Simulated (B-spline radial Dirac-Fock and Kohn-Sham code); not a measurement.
## Run log: Ar

ΔSCF core binding energies without Breit or QED terms, calculated with an atomic code on a B-spline grid.

Input (task.json):

```json
{"items": [{"Z": 18, "q": 0, "cfg": [[1, 0, 2], [2, 0, 2], [2, 1, 6], [3, 0, 2], [3, 1, 6]], "A": 40, "rrms": 3.4274, "do": "settings", "holes": ["K", "L3", "M5"],
  "settings": [{"rel": "nr", "method": "rpbe,pbe", "nuc": "sphere", "radius_factor": 1.0, "rmax": 45.0, "h": 0.3, "order": 8, "points": 10, "c_factor": 1.0, "maxit": 60, "damp": 0.5, "ndamp": 3, "tol": 1e-08}]}]}
```

Command: `python xray2_run.py task.json out`

Ground-state iterations:

```
iter   energy (Ha)        error
   1     -525.40521097  6.87e-01
   2     -526.37598874  2.08e-01
   3     -527.45173770  3.43e-02
   4     -527.49729676  5.97e-03
   5     -527.49769568  3.21e-03
   6     -527.49789037  1.55e-03
   7     -527.49796802  1.85e-04
   8     -527.49796897  7.46e-06
   9     -527.49796897  2.19e-08
```

The ground state converged in 9 iterations, with total energy -527.49797 Ha, virial ratio 2.00116 and highest orbital energy -10.26 eV. ΔSCF binding energies: K (1s) 3208.6 eV, L3 (2p3/2) 249.6 eV. Holes are computed only in closed shells, and unreliable hole states are left out.
